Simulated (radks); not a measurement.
Values are calculated unless marked as measured or tabulated.
Problem. All-electron atom: Ho VIII in [Kr] 4d10 4f9 5s2 5p3. Code: a radial shooting solver on a logarithmic mesh with Libxc functionals. Model: non-relativistic Kohn-Sham, PBE, spin-polarised, spherical densities, point nucleus; open shells are filled with parallel spins first (spin-orbit coupling, left out, can overturn this in heavy ions); relativity is left out, which matters for an element this heavy. Some entries of the table are withheld. Estimate them.

orbital  occ.  eigenvalue (Ry)  <1/r> (bohr^-1)  <r> (bohr)
1s up       1        -3815.451            66.46     0.02263
1s down     1        -3815.431            66.46     0.02263
2s up       1        -620.0689            15.49     0.09610
2s down     1        -620.0521            15.49     0.09610
2p up       3        -591.7552            15.52     0.08143
2p down     3        -591.7340            15.52     0.08143
3s up       1        -144.0055            5.879      0.2468
3s down     1        -143.7770            5.885      0.2466
3p up       3        -131.2324            5.823      0.2366
3p down     3        -131.0208            5.828      0.2364
3d up       5        -107.4211            5.729      0.2091
3d down     5        -107.2655            5.735      0.2089
4s up       1        -34.29446            2.522      0.5536
4s down     1        -33.90007            2.520      0.5537
4p up       3        -29.18980            2.430      0.5646
4p down     3        -28.79439            2.428      0.5647
4d up       5        -20.02137            2.230         (1)
4d down     5        -19.62129            2.228         (2)
5s up       1              (3)            1.055       1.249
5s down     1              (4)            1.047       1.259
5p up       3         -8.62702           0.9743       1.342
4f up       7         -8.52856            1.799      0.6949
5p down     0         -8.21127           0.9619       1.359
4f down     2         -8.10648            1.800      0.6952

Solution. 
(1) 4d up <r> (bohr): 0.5915
(2) 4d down <r> (bohr): 0.5913
(3) 5s up eigenvalue (Ry): -10.20853
(4) 5s down eigenvalue (Ry): -9.77286
